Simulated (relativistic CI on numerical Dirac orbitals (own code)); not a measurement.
Ce³⁺: 4d photoemission

Computed with this model: Dirac-Coulomb-Breit CI, orbitals from a KLI potential per configuration, a model potential for QED, valence Slater integrals scaled by 0.8, multiplet model of photoemission in the sudden approximation; configurations [Xe] 4f → [Kr] 4d9 4f 5s2 5p6; 300 K; Lorentzian 1 eV and Gaussian 0.6 eV FWHM. Energies are those of the free ion, without screening or charge transfer. The energies are binding energies and can lie tens of eV above those of solids. S is read from ⟨S²⟩ = S(S + 1).

Computed curve for free ion, scaled to 100 at the maximum (points under 2 are left out and the grid is thinned):

(Energy (eV), Intensity): (137.0, 2.1), (137.2, 2.2), (137.6, 2.7), (137.8, 2.9), (138.2, 3.7), (138.4, 4.2), (138.8, 5.8), (139.0, 7.1), (139.4, 11.3), (139.6, 14.3), (140.0, 20.2), (140.2, 22.0), (140.6, 21.9), (140.8, 21.4), (141.2, 23.1), (141.4, 25.2), (141.8, 33.9), (142.0, 42.6), (142.4, 65.8), (142.6, 73.6), (142.8, 76.2), (143.2, 80.8), (143.4, 88.7), (143.8, 100.0), (144.0, 94.8), (144.4, 70.7), (144.6, 61.1), (145.0, 53.9), (145.2, 53.5), (145.6, 57.4), (145.8, 62.3), (146.2, 69.3), (146.4, 67.4), (146.8, 56.3), (147.0, 49.2), (147.4, 37.1), (147.6, 33.5), (148.0, 28.2), (148.2, 26.3), (148.6, 27.2), (148.8, 29.7), (149.0, 31.2), (149.4, 25.4), (149.6, 19.8), (150.0, 11.2), (150.2, 8.7), (150.6, 5.8), (150.8, 4.9), (151.2, 3.7), (151.4, 3.3), (151.8, 2.7), (152.0, 2.5), (152.4, 2.1), (167.2, 2.7), (167.6, 5.2), (167.8, 6.6), (168.2, 7.0), (168.4, 5.8), (168.8, 3.1), (169.0, 2.2)

The ground state has S = 0.50, and the centroid lies at 145.22 eV.
